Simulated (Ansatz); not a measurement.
C₃H₉Bi (SMILES [CH3][Bi]([CH3])[CH3]), singlet, at a GFN2-xTB geometry (such geometries of metal compounds can be far from the true shape) (core potentials on Bi). Base run: PBE/def2-SVP in Ansatz (a program for electronic structure).

Ansatz was given this input:
Ansatz 0.2 input:
```yaml
crystal:
  periodic: [false, false, false]
  atoms:
    - {symbol: Bi, position_ang: [-0.00265924, -0.00463990, 0.32774277]}
    - {symbol: C, position_ang: [-1.05486994, -1.53919065, -0.96882360]}
    - {symbol: H, position_ang: [-0.64425811, -2.52383649, -0.78776141]}
    - {symbol: H, position_ang: [-0.90946744, -1.27908881, -2.00731595]}
    - {symbol: H, position_ang: [-2.11451925, -1.54953889, -0.74958142]}
    - {symbol: C, position_ang: [-0.80582360, 1.70974853, -0.92080720]}
    - {symbol: H, position_ang: [-0.65333574, 1.48323884, -1.96613109]}
    - {symbol: H, position_ang: [-0.28504596, 2.62610321, -0.67562231]}
    - {symbol: H, position_ang: [-1.86385686, 1.84117722, -0.73586087]}
    - {symbol: C, position_ang: [1.88353121, -0.13071016, -0.92504196]}
    - {symbol: H, position_ang: [1.61103079, -0.12000137, -1.97045578]}
    - {symbol: H, position_ang: [2.41685485, -1.04639693, -0.70569174]}
    - {symbol: H, position_ang: [2.52628836, 0.71436864, -0.71619253]}
basis:
  gaussian:
    orbitals: def2-SVP
hamiltonian:
  xc: pbe
```

Each row names what was changed in the base input (with any setting that the change needs).

```csv
change,basis functions,E (Eh)
base,113,-334.09910
basis = jorge-DZP-DKH; relativity = none,153,-16873.65035
basis = x2c-SVPall; relativity = spin-free X2C,149,-21658.33955
basis = ANO-RCC-VDZP; relativity = spin-free X2C; nucleus = Gaussian,155,-21654.29336
basis = jorge-DZP-DKH; relativity = spin-free X2C,153,-21473.65440
basis = jorge-DZP-DKH; relativity = spin-free X2C; nucleus = Gaussian,153,-21469.87621
basis = ANO-RCC-VDZP; relativity = spin-free X2C,155,-21659.98631
basis = ANO-RCC-VDZP; relativity = none,155,-17066.55107
basis = x2c-SVPall; relativity = none,149,-17258.58251
basis = x2c-SVPall; relativity = spin-free X2C; nucleus = Gaussian,149,-21653.67409
```

Total energies compare only within one method and basis.

Ansatz warned in this series: the basis is contracted for relativity, which the run leaves out.

Basis sets contracted for a relativistic Hamiltonian are a mismatch without it, so the rows without relativity aren't non-relativistic limits. No row has spin-orbit coupling; sets with core potentials leave out the core electrons.
